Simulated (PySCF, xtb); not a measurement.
AlF2, SMILES [F][Al+][F], charge +1.

GFN2-xTB (xtb) at its own geometry gives an orbital gap of 3.71 eV.

Geometry optimised at B3LYP-D3(BJ)/def2-TZVP. The multiplicity is an assumed one; other spin states were not compared. The isomer is the one that the SMILES or the coordinates give; other isomers of the formula were not compared.

Q: What does PBE/def2-TZVPD (PySCF) give? (An estimate is asked for; the answer gives what the named calculation found.)

A: gap 6.24 eV (levels -17.38 and -11.14 eV).
